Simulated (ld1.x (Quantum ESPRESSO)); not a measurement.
## V (Z = 23), PAW: configuration errors across variants

ld1.x (Quantum ESPRESSO) 7.5 input, shortened:

```
&input
   title='V', zed=23., rel=1, dft='PBE', iswitch=3,
   config='[Ar] 3d3 4s2 4p0 4f-2'
 /
 &inputp
   pseudotype=3, lpaw=.true., tm=.true., lloc=3,
   nlcc=.true., new_core_ps=.true., rcore=1.20,
   which_augfun='GAUSS', rmatch_augfun=1.40
 /
7
3S  1  0   2.00   0.00  1.25  1.50  0.0
4S  2  0   2.00   0.00  1.25  1.50  0.0
3P  2  1   6.00   0.00  1.40  1.55  0.0
4P  3  1   0.00   0.00  1.40  1.55  0.0
3D  3  2   3.00   0.00  1.55  2.05  0.0
3D  3  2   0.00   2.20  1.55  2.05  0.0
4F  4  3  -2.00   0.40  1.90  1.90  0.0
 &test
   configts(1)='3s2 3p6 3d3 4s2 4p0'
 /
```

All-electron excitation energies from the reference (eV): (1) 3s2 3p6 3d3 4s1 4p0 7.735; (2) 3s2 3p6 3d3 4s0 4p0 22.031; (3) 3s2 3p6 3d2 4s0 4p0 50.928; (4) 3s1 3p6 3d3 4s2 4p0 77.430; (5) 3s2 3p6 3d1 4s0 4p0 96.802; (6) 3s2 3p6 3d2 4s2 4p0 10.974; (7) 3s2 3p6 3d4 4s1 4p0 0.586.

The overlap operator is not positive definite (basis up to 400 Ry) in “base”, “augmentation GAUSS, radius 1.35 bohr”, “waves 3d (bound): rcut 1.55, rcutus 2.56 bohr; 3d channel at 2.2 Ry: rcut 1.55, rcutus 2.56 bohr”, “waves 3p (bound): rcut 1.40, rcutus 1.50 bohr; 4p (bound): rcut 1.40, rcutus 1.50 bohr”, “core correction Bessel-smoothed model core inside 1.38 bohr”. Such files are unfit for use, however small their errors in these radial tests.

4 further variants failed, have other tests or another functional or relativity, and are left out.

Errors AE − PS in meV (a dash: test not solved or not reliable):

```csv
change,(1),(2),(3),(4),(5),(6),(7),bound ghosts
base,-0.5,-0.7,-0.7,-21,-5.3,+0.1,-1.4,not determined (overlap not positive)
"augmentation GAUSS, radius 1.35 bohr",-0.5,-0.9,-0.7,-21,-4.3,+0.2,-1.4,not determined (overlap not positive)
"waves 3s (bound): rcut 1.25, rcutus 1.76 bohr; 4s (bound): rcut 1.25, rcutus 1.76 bohr",-0.3,-0.6,+2.7,-13,+13,+5.9,-1.4,none
"waves 3d (bound): rcut 1.55, rcutus 2.56 bohr; 3d channel at 2.2 Ry: rcut 1.55, rcutus 2.56 bohr",+0.3,+2.6,+2.8,-29,+61,+11,+3.8,not determined (overlap not positive)
"waves 3p (bound): rcut 1.40, rcutus 1.50 bohr; 4p (bound): rcut 1.40, rcutus 1.50 bohr",-0.5,-0.6,-0.8,-22,-4.9,+0.3,-1.3,not determined (overlap not positive)
core correction Bessel-smoothed model core inside 1.38 bohr,-0.5,-0.7,-0.8,-21,-5.4,+0.1,-1.4,not determined (overlap not positive)
```

(1) Give the same row for: wave 4f channel at 0.4 Ry: rc 1.90 bohr becomes 4f channel at 0.4 Ry: rc 1.42 bohr.

Results:

(1) -0.4, -0.4, -0.4, -9.2, -2.2, +3.5, -0.8; bound ghosts: none.
